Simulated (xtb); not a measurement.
SnH3Cl, SMILES [SnH3][Cl]. All values are semi-empirical tight-binding results from xtb (GFN2-xTB unless named), good for trends rather than for accurate numbers. Geometry optimised at GFN2-xTB.

For metal compounds this method's bond lengths and energies can be far off.

```json
{
  "point_group_as_xtb_finds_it": "C3v",
  "orbital_gap": "6.04 eV",
  "zero_point_energy": "11.6 kcal/mol",
  "G − E(el) at 298.15 K (modified RRHO)": "-5.0 kcal/mol"
}
```
